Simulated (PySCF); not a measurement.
**How methods differ on the excitation energy of Be⁺**

Be⁺ [He] 2s1 (2S) → Be⁺ [He] 3d1 (2D), as a difference of total energies. Calculation: PySCF 2.14, in aug-cc-pCVTZ; the non-relativistic Hamiltonian (point nucleus). Correlated levels: valence and next inner shell: nothing frozen. The calculations carry no spin-orbit coupling.

| method | excitation energy (cm⁻¹) |
| --- | --- |
| UHF | 98895 |
| LDA | 96098 |
| PBE | 95380 |
| PBE0 | 96426 |
| r2SCAN | 95381 |
| MN15 | 99230 |
| HSE06 | 96235 |
| MP2 (valence and next inner shell) | 99326 |
| SCS-MP2 (valence and next inner shell) | 99280 |

Q: Estimate what wB97X gives.

A: 94697 cm⁻¹, closest to PBE among the rows shown.

Q: Estimate what wB97M-V gives.

A: 99798 cm⁻¹, closest to MP2 (valence and next inner shell) among the rows shown.

Errors of the correlated levels include the incompleteness of this basis.

The promoted electron is Rydberg-like, and one or two diffuse shells describe it only roughly, which tends to raise the upper state.

For comparison: 98055 cm⁻¹ (measured; NIST levels, between the centres of gravity of the two terms).
